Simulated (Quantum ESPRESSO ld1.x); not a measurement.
Values are calculated unless marked as measured or tabulated.
The aim is the tungsten ion W+ in [Xe] 4f14 5d4 6s1. What will ld1.x (Quantum ESPRESSO 7.5) do with this input?

```
 &input
    zed=74.0,
    iswitch=1,
    rel=0,
    lsd=1,
    dft='PZ',
    config='[Xe] 4f14 5d4 6s1 8s1',
    prefix='ld1',
    max_out_wfc=37,
    file_charge='ld1.rho',
 /
```

Answer. Refused. The program stops in el_config with "wrong main quantum number": the config string takes n from 1 to 7 alone.

Output (excerpt):

```
     Program LD1 v.7.5 starts

 %%%%%%%%%%%%%%%%%%%%%%%%%%%%%%%%%%%%%%%%%%%%%%%%%%%%%%%%%%%%%%%%%%%%%%%%%%%%%%
     Error in routine el_config (15):
     wrong main quantum number
 %%%%%%%%%%%%%%%%%%%%%%%%%%%%%%%%%%%%%%%%%%%%%%%%%%%%%%%%%%%%%%%%%%%%%%%%%%%%%%

     stopping ...
```

Run on one thread of a shared host, so times are rough (Intel(R) Xeon(R) Processor @ 2.60GHz): 0.46 s of CPU time, 0.72 s wall.
